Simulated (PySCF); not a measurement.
Species: C₇H₆O (charge +1 and doublet state).
Geometry (GFN2-xTB, Å), atoms numbered from 1 in this order:
```xyz
14
C7H6O angstrom
C      0.299   -0.092   -2.190
C      0.169   -0.032   -0.992
C      0.056    0.047    0.411
C     -1.171   -0.228    1.040
C     -2.309   -0.581    0.361
C     -3.335   -0.897   -0.210
O      1.060    0.372    1.173
C      2.325    0.664    0.620
H      0.387   -0.150   -3.239
H     -1.215   -0.155    2.121
H     -4.230   -1.170   -0.696
H      2.978    0.897    1.460
H      2.268    1.518   -0.062
H      2.717   -0.194    0.066
```

The hyperfine couplings belong to this conformer and change with its torsions.

The species is `C#C/C(=C\[C]=[CH+])OC` [radical] (charge +1).

Method used: UKS B3LYP, pcH-1 on C H O, non-relativistic, mean-field spin-orbit, GIAO in PySCF. The structure is a single GFN2-xTB conformer in the gas phase; no vibrational or solvent corrections. A GFN2-xTB geometry isn't a minimum of the functional, and hyperfine couplings can be far from their values at a DFT geometry, by a factor of two or more for some ions and for spin on atoms past the first row. No stability test was run, so a lower SCF solution isn't excluded.

Task: Match the computed a_iso(1H) values -36.0, -29.7, +18.8, -10.8 MHz (means over equivalent nuclei) with the sites H9; H10; H11; H12/H13/H14.

Result: 
```json
{"site": "H9", "a_iso (MHz)": "-10.8", "ρ(0) (bohr⁻³)": "-0.0024", "position": "4 bonds from C4, on C1 of spin population +0.13", "distance from C6 (Å)": "4.86", "bound to": "C1", "spin population there": "+0.13", "largest |T| (MHz)": "6.4"}
{"site": "H10", "a_iso (MHz)": "-29.7", "ρ(0) (bohr⁻³)": "-0.0066", "position": "1 bond from C4", "distance from C6 (Å)": "3.24", "bound to": "C4", "spin population there": "+0.38", "largest |T| (MHz)": "16.4"}
{"site": "H11", "a_iso (MHz)": "-36.0", "ρ(0) (bohr⁻³)": "-0.0081", "position": "1 bond from C6", "distance from C6 (Å)": "1.05", "bound to": "C6", "spin population there": "+0.44", "largest |T| (MHz)": "19.3"}
{"site": "H12/H13/H14", "a_iso (MHz)": "+18.8", "ρ(0) (bohr⁻³)": "+0.0042", "position": "4 bonds from C4", "distance from C6 (Å)": "6.33", "bound to": "C8", "spin population there": "-0.01", "largest |T| (MHz)": "3.0"}
```

ρ(0) is the spin density at the nucleus and T the dipolar tensor; entries for several nuclei are means. The Mulliken spin populations are largest on C6 (+0.44), C4 (+0.38), O7 (+0.14) and C1 (+0.13). The positive populations add up to 1.22 and the negative ones to -0.22, together 2S = 1. Main spin sites, with 60 % or more of the largest population: C4, C6; positions count bonds from the nearest.

Nuclei that the bonding pattern makes equivalent are averaged, as if the motion that swaps them (rotation, inversion, ring flip) were fast. The three 1H nuclei of mean +18.8 MHz run from -0.4 to 28.6 MHz in the frozen geometry.

The SMILES `C#C/C(=C\[C]=[CH+])OC` draws the unpaired electron on C5, whose computed spin population is only -0.12.

Time: 74 s wall (with the writing of density and orbital grids); peak memory 0.96 GiB. Hardware: Arm Neoverse V1, one thread (shared host).
